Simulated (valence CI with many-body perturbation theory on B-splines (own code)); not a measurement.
## Energy levels of Eu XXIV

Computed by relativistic CI+MBPT: four valence electrons over a frozen Dirac-Fock core [Kr], radial functions for each j: 9 s, 9 p, 10 d, 8 f, 5 g, 3 h, 1 i, with the one-electron correlation potential Σ1 (screened to all orders), the two-electron term Σ2, the three-electron term Σ3, Breit, model QED; selected single and double excitations, second order for the rest (own B-spline code, finite nucleus).

No measured spectrum was set against this ion. As an estimate, terms of the open shell hold to 2 to 4 % of their energy, and close levels can change places. Only levels of the ground parity were solved; by the run's estimate the other parity begins above the list, which can be wrong where configurations are misplaced.

Levels 1 to 34 of 34, with energies above the lowest level, (4d3/2^4) J=0. "Leading %" is the weight of the configuration and term that name the level; weights of strongly mixed levels are sums over their largest components and can fall short. In the jj column 3d3/2^4 stands for four electrons in 3d with j = 3/2.

| No. | Configuration | Term | J | E (cm⁻¹) | Leading % | Leading jj | Second component |
| --- | --- | --- | --- | --- | --- | --- | --- |
| 1 | 4d⁴ | ³P | 0 | 0 | 50 | 4d3/2^4 (92 %) | 42 % 4d⁴ ⁵D |
| 2 | 4d⁴ | ⁵D | 1 | 35848 | 73 | 4d3/2^3 4d5/2 (93 %) | 27 % 4d⁴ ³P |
| 3 | 4d⁴ | ⁵D | 2 | 56856 | 75 | 4d3/2^3 4d5/2 (60 %) | 7 % 4d⁴ ³D |
| 4 | 4d⁴ | ³F | 4 | 65332 | 31 | 4d3/2^3 4d5/2 (89 %) | 23 % 4d⁴ ⁵D |
| 5 | 4d⁴ | ⁵D | 3 | 67379 | 56 | 4d3/2^3 4d5/2 (63 %) | 20 % 4d⁴ ³F |
| 6 | 4d⁴ | ⁵D | 0 | 96345 | 54 | 4d3/2^2 4d5/2^2 (89 %) | 27 % 4d⁴ ³P |
| 7 | 4d⁴ | ³H | 4 | 100970 | 42 | 4d3/2^2 4d5/2^2 (85 %) | 42 % 4d⁴ ⁵D |
| 8 | 4d⁴ | ³G | 3 | 107920 | 54 | 4d3/2^2 4d5/2^2 (66 %) | 28 % 4d⁴ ⁵D |
| 9 | 4d⁴ | ³F | 2 | 108330 | 41 | 4d3/2^2 4d5/2^2 (67 %) | 22 % 4d⁴ ¹D |
| 10 | 4d⁴ | ³H | 5 | 117210 | 71 | 4d3/2^2 4d5/2^2 (99 %) | 29 % 4d⁴ ³G |
| 11 | 4d⁴ | ³P | 1 | 121760 | 57 | 4d3/2^2 4d5/2^2 (84 %) | 26 % 4d⁴ ³D |
| 12 | 4d⁴ | ³H | 6 | 124810 | 59 | 4d3/2^2 4d5/2^2 (96 %) | 41 % 4d⁴ ¹I |
| 13 | 4d⁴ | ³G | 4 | 133740 | 63 | 4d3/2^2 4d5/2^2 (93 %) | 31 % 4d⁴ ¹G |
| 14 | 4d⁴ | ³D | 2 | 136320 | 41 | 4d3/2^2 4d5/2^2 (90 %) | 31 % 4d⁴ ³P |
| 15 | 4d⁴ | ³F | 3 | 136600 | 41 | 4d3/2^2 4d5/2^2 (85 %) | 37 % 4d⁴ ³D |
| 16 | 4d⁴ | ³F | 4 | 155190 | 42 | 4d3/2 4d5/2^3 (63 %) | 28 % 4d⁴ ⁵D |
| 17 | 4d⁴ | ³F | 2 | 162820 | 35 | 4d3/2^2 4d5/2^2 (73 %) | 31 % 4d⁴ ³P |
| 18 | 4d⁴ | ³F | 3 | 167120 | 48 | 4d3/2 4d5/2^3 (88 %) | 20 % 4d⁴ ³G |
| 19 | 4d⁴ | ³G | 5 | 177310 | 71 | 4d3/2 4d5/2^3 (99 %) | 29 % 4d⁴ ³H |
| 20 | 4d⁴ | ³D | 1 | 178410 | 70 | 4d3/2 4d5/2^3 (88 %) | 20 % 4d⁴ ³P |
| 21 | 4d⁴ | ¹I | 6 | 181400 | 59 | 4d3/2 4d5/2^3 (96 %) | 41 % 4d⁴ ³H |
| 22 | 4d⁴ | ³F | 4 | 182180 | 50 | 4d3/2^2 4d5/2^2 (72 %) | 37 % 4d⁴ ¹G |
| 23 | 4d⁴ | ³P | 2 | 189800 | 63 | 4d3/2^2 4d5/2^2 (59 %) | 22 % 4d⁴ ³D |
| 24 | 4d⁴ | ¹S | 0 | 196740 | 56 | 4d3/2 4d5/2^3 (81 %) | 43 % 4d⁴ ³P |
| 25 | 4d⁴ | ³F | 2 | 202410 | 59 | 4d3/2 4d5/2^3 (55 %) | 33 % 4d⁴ ³P |
| 26 | 4d⁴ | ¹F | 3 | 202580 | 45 | 4d3/2 4d5/2^3 (92 %) | 31 % 4d⁴ ³D |
| 27 | 4d⁴ | ³F | 3 | 231870 | 70 | 4d3/2 4d5/2^3 (98 %) | 27 % 4d⁴ ¹F |
| 28 | 4d⁴ | ³P | 1 | 232920 | 94 | 4d3/2 4d5/2^3 (95 %) |  |
| 29 | 4d⁴ | ¹G | 4 | 235900 | 73 | 4d3/2 4d5/2^3 (57 %) | 18 % 4d⁴ ³F |
| 30 | 4d⁴ | ³P | 0 | 238020 | 56 | 4d3/2^2 4d5/2^2 (61 %) | 41 % 4d⁴ ¹S |
| 31 | 4d⁴ | ¹D | 2 | 239330 | 53 | 4d3/2 4d5/2^3 (44 %) | 23 % 4d⁴ ³P |
| 32 | 4d⁴ | ³F | 4 | 246350 | 52 | 4d5/2^4 (58 %) | 28 % 4d⁴ ¹G |
| 33 | 4d⁴ | ¹D | 2 | 281550 | 70 | 4d5/2^4 (47 %) | 13 % 4d⁴ ³D |
| 34 | 4d⁴ | ¹S | 0 | 340940 | 75 | 4d5/2^4 (64 %) | 24 % 4d⁴ ³P |

The ionisation energy to 4d³ ⁴F3/2 of the next ion comes out as 756.44 eV (NIST: 755 ± 4 eV (theoretical)). All 34 levels together are meant to be complete up to 354600 cm⁻¹.
